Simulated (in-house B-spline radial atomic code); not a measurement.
How numerical settings move a run on Si⁺, [Ne] 3s2 3p1. Computed with a B-spline radial code for spherical atoms: scalar-relativistic (X2C) wB97X, spin-polarised, spherical fractional occupations, Fermi nucleus of rms radius 3.1224 fm.

Command:
```bash
python run_scf.py task.json out
```
Settings of the sound reference run:
```
Z                14
electrons        13
configuration    [Ne] 3s2 3p1
hamiltonian      x2c
method           wb97x
spin_polarised   True
nucleus          fermi
rms_radius       3.1224
mass_number      28
atomic_mass      27.97693
speed_of_light   137.036
knot_spacing     0.22
spline_order     8
gauss_points     12
box_radius       35.29
max_iterations   70
damping          0.5
damped_steps     3
diis_vectors     10
tolerance        1e-08
start            Thomas-Fermi
```

Cost of the run: 0.51 s on 1 thread of Arm Neoverse V2, with other jobs on the host.

It converges in 11 iterations to -289.596792 hartree, with 3p up at -10.9607 eV. The other runs change the listed settings, some to values that make no sense; their results aren't properties of the atom or ion. Radii are in bohr (the nuclear one in fm), a minus after a letter asks for a j subshell, and «unchanged» means within 1e-8 hartree. The run stops when the residual is below 10 × tolerance × max(1, Z/10), or a noise floor if that is larger, and the energy moves by less than 1e-8 × √|E| hartree; so very loose and very tight tolerances often act alike.

```tsv
changed settings	outcome
electrons = 16, configuration = [Ne] 3s2 3p1 4s3, max_iterations = 60	stopped with error: shell 4s holds at most 1 electrons (per spin)
hamiltonian = dirac, method = hf	stopped with error: spin polarisation is not served with the Dirac Hamiltonian
box_radius = 3.53	converged in 11 iterations, energy +3.37e-01 hartree from the reference, 3p up level +6.9e+00 eV (the program warns: 3p up reaches the box edge; 2s up reaches the box edge)
start = bare nucleus	converged in 12 iterations, energy unchanged, 3p up level +3.9e-07 eV
knot_spacing = 0.4, first_knot = 7.14e-05, max_iterations = 60, diis_vectors = 1	converged in 18 iterations, energy +1.70e-04 hartree from the reference, 3p up level +5.7e-03 eV
max_iterations = 8, start = bare nucleus	not converged after 8 iterations, last residual 5.5e-05, last energy +3.27e-08 hartree from the reference
box_radius = 10.59	converged in 11 iterations, energy +8.56e-06 hartree from the reference, 3p up level +7.7e-04 eV (the program warns: 3p up reaches the box edge; 3s up reaches the box edge)
box_radius = 70.58	converged in 11 iterations, energy -1.67e-07 hartree from the reference
damped_steps = 1	converged in 11 iterations, energy unchanged, 3p up level +2.9e-07 eV
damped_steps = 30	converged in 27 iterations, energy unchanged, 3p up level -1.7e-06 eV
electrons = 14, configuration = [Ne] 3s2 3p1 4p-1, max_iterations = 75	stopped with error: j subshells need the Dirac Hamiltonian and l > 0
spline_order = 3, first_knot = 7.14e-05, max_iterations = 100, damped_steps = 0, diis_vectors = 1	converged in 19 iterations, energy +4.89e-03 hartree from the reference, 3p up level -4.8e-04 eV
box_radius = 1.41	converged in 10 iterations, energy +1.75e+01 hartree from the reference, 3p up level +1.8e+02 eV (the program warns: 3p up has a positive eigenvalue: unbound, held by the box; 3s up has a positive eigenvalue: unbound, held by the box)
box_radius = 7.06, first_knot = 0.0214, max_iterations = 75	converged in 10 iterations, energy +3.54e-03 hartree from the reference, 3p up level +8.2e-02 eV (the program warns: 3p up reaches the box edge; 3s up reaches the box edge)
```

Question: What happens with damped_steps = 8?

Answer: Converged in 15 iterations, energy unchanged.

Question: What happens with box_radius = 7.06?

Answer: Converged in 12 iterations, energy +1.57e-03 hartree from the reference, 3p up level +8.2e-02 eV (the program warns: 3p up reaches the box edge; 3s up reaches the box edge).

Question: What happens with spline_order = 10, first_knot = 7.14e-06, max_iterations = 12, damped_steps = 8?

Answer: Not converged after 12 iterations, last residual 3.1e-06, last energy -7.87e-07 hartree from the reference.

Question: What happens with damped_steps = 0?

Answer: Converged in 10 iterations, energy unchanged.
